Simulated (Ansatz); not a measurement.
Molecule: sum formula SiHSCl₂, net charge 0, doublet state. It need not be the lowest isomer of its formula. 
Geometry from a B3LYP-D3(BJ)/def2-TZVP (Ansatz, an electronic-structure program) optimisation:
SMILES: S[Si](Cl)Cl
```xyz
5

S      1.4157    -0.3135     1.3676
Si     0.1035    -0.4378    -0.3232
Cl    -1.7960    -0.5839     0.4709
Cl     0.2312     1.2450    -1.5273
H      2.5013    -0.0934     0.6032
```
Charge 0, spin multiplicity 2.

Property: atomisation energy (electronic, to ground-state atoms), in kJ/mol. Valence correlation only, unless marked. Open shells are spin-unrestricted. No spin-orbit coupling. Non-relativistic. The coupled-cluster limit lacks core correlation, which all-electron functionals hold. CBS marks a two-point X^-3 extrapolation of the correlation energy; Hartree-Fock from the larger set.

```json
[
 {"level": "PBE0-D4/def2-TZVP", "program": "Ansatz + dftd4", "atomisation energy (kJ/mol)": "…"},
 {"level": "wB97X-V/def2-TZVPD", "program": "Ansatz", "atomisation energy (kJ/mol)": "1456.4"},
 {"level": "SCS-MP2/6-31G", "program": "Ansatz", "atomisation energy (kJ/mol)": "853.9"},
 {"level": "SCS-MP2/aug-cc-pV(D+d)Z", "program": "Ansatz", "atomisation energy (kJ/mol)": "1318.7"},
 {"level": "CCSD(T)/CBS(aug-cc-pV(T+d)Z,aug-cc-pV(Q+d)Z)", "program": "Ansatz", "atomisation energy (kJ/mol)": "1452.9"}
]
```

Problem. Fill in the missing entries.

Solution. 
- PBE0-D4/def2-TZVP, atomisation energy (kJ/mol): 1459.0
